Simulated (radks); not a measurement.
Q: The silver ion Ag33+, 14 electrons, occupied as [Ne] 3s2 3p2. Calculated with a radial shooting solver on a logarithmic mesh with Libxc functionals: Dirac Kohn-Sham, PBE, spin-unpolarised, spherical densities, point nucleus; open shells are shared between the two j in proportion to 2j + 1. Some entries of the table are withheld. Estimate them.

orbital,occ.,eigenvalue (eV),<1/r> (bohr^-1),<r^2> (bohr^2)
1s1/2,2,(1),49.45,0.001307
2s1/2,2,-5491.487,11.56,0.02073
2p1/2,2,-5249.426,11.51,(2)
2p3/2,4,-5068.997,10.82,(3)
3s1/2,2,-2129.549,4.625,0.1202
3p1/2,0.666667,-2043.888,4.564,0.1110
3p3/2,1.33333,-1999.811,4.389,0.1161
3d3/2,0,-1876.269,4.262,(4)
3d5/2,0,-1865.935,4.216,(5)
4s1/2,0,-1116.746,2.450,0.4179

A: 
(1) 1s1/2 eigenvalue (eV): -27162.62
(2) 2p1/2 <r^2> (bohr^2): 0.01543
(3) 2p3/2 <r^2> (bohr^2): 0.01666
(4) 3d3/2 <r^2> (bohr^2): 0.08884
(5) 3d5/2 <r^2> (bohr^2): 0.09018
